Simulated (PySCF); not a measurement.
1,3-oxasiletane-2,4-dione (C2H2O3Si), SMILES O=C1OC(=O)[SiH2]1. The structure is a stationary point at PBE-D3(BJ)/def2-SVP.

Problem. Give the equilibrium geometry at PBE-D3(BJ)/def2-SVP (PySCF confirms it by a frequency run) as Cartesian coordinates in Å, and its point group. (Estimate from the structure and the level; the computed values follow.)

Solution. point group C2v.
```xyz
8

O      2.2505     0.0000    -0.6555
C      1.1211     0.0000    -0.2673
O      0.0000     0.0000    -1.1511
C     -1.1211     0.0000    -0.2673
O     -2.2505     0.0000    -0.6555
Si     0.0000     0.0000     1.3274
H      0.0000    -1.2449     2.1607
H      0.0000     1.2449     2.1607
```
